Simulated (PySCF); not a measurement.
C2H7NSi.
Bonds: C1–N2 (double), N2–Si3, Si3–C4. Hydrogens: H5, H6 on C1; H7, H8 on Si3; H9, H10, H11 on C4.

Computed by this run: PBE0-D3(BJ)/def2-SVP geometry optimisation, gas phase (PySCF); density fitting, grid level 1; the optimiser is geomeTRIC in internal coordinates, started from a GFN2-xTB structure with every atom displaced at random (about 0.01 Å).

At the end of the run (lengths in Å): C1–H6 1.113, Si3–H7 1.493, Si3–H8 1.505, N2–Si3 1.760, C4–H11 1.100, C1–H5 1.107, C4–H10 1.101, C1–N2–Si3 125.2°, N2–Si3–H7 106.9°, N2–Si3–C4 108.5°, N2–Si3–H8 111.3°, C1–N2–Si3–C4 122°, H9–C4–Si3–N2 -64°.

Problem. These geometries were met on the way; a selection of coordinates is given. Order them by energy above the end point, lowest first.
A. C1–H6 1.061, Si3–H7 1.453, Si3–H8 1.468, N2–Si3 1.736, C4–H11 1.077, C1–H5 1.088, C4–H10 1.117, C1–N2–Si3 134.8°, N2–Si3–H7 101.7°, N2–Si3–C4 103.6°, N2–Si3–H8 115.5°, C1–N2–Si3–C4 121°, H9–C4–Si3–N2 -70°
B. C1–H6 1.125, Si3–H7 1.492, Si3–H8 1.506, N2–Si3 1.755, C4–H11 1.103, C1–H5 1.105, C4–H10 1.099, C1–N2–Si3 131.3°, N2–Si3–H7 105.3°, N2–Si3–C4 109.8°, N2–Si3–H8 113.4°, C1–N2–Si3–C4 121°, H9–C4–Si3–N2 -67°
C. C1–H6 1.107, Si3–H7 1.494, Si3–H8 1.505, N2–Si3 1.749, C4–H11 1.098, C1–H5 1.110, C4–H10 1.103, C1–N2–Si3 127.3°, N2–Si3–H7 106.7°, N2–Si3–C4 107.8°, N2–Si3–H8 112.1°, C1–N2–Si3–C4 122°, H9–C4–Si3–N2 -65°

Solution. C (0.006 eV), B (0.020 eV), A (0.196 eV).

| step | E above end (eV) | rms distance from the end, all atoms (Å) | largest force (eV/Å) | rms shift of all bonds from the end (Å) |
| --- | --- | --- | --- | --- |
| 3 | 0.006 | 0.030 | 0.303 | 0.004 |
| 1 | 0.020 | 0.078 | 0.430 | 0.004 |
| 0 | 0.196 | 0.145 | 2.762 | 0.028 |

Rows stand in the order of the answer.
